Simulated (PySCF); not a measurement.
# Correlation energy of Kr³⁺ (krypton, charge +3)

[Ar] 3d10 4s2 4p3, high-spin 4S determinant. All numbers are calculated (PySCF 2.14, scalar relativity through the core potential, in aug-cc-pwCVDZ-PP with ECP10MDF (6s5p4d1f, 48 functions)). Frozen: 3s2 3p6 3d10; 5 electrons correlated.

| level | correlation energy (mhartree) |
| --- | --- |
| CCSD | -83.77 |
| (T) | -0.87 |
| CCSD(T) | -84.64 |

Diagnostics: T1 = 0.0011, D1 = 0.0027, largest double amplitude 0.050.

Q: Is a single reference adequate?

A: Yes, within this model without spin-orbit coupling: T1 lies below 0.03 and no double amplitude reaches 0.07.
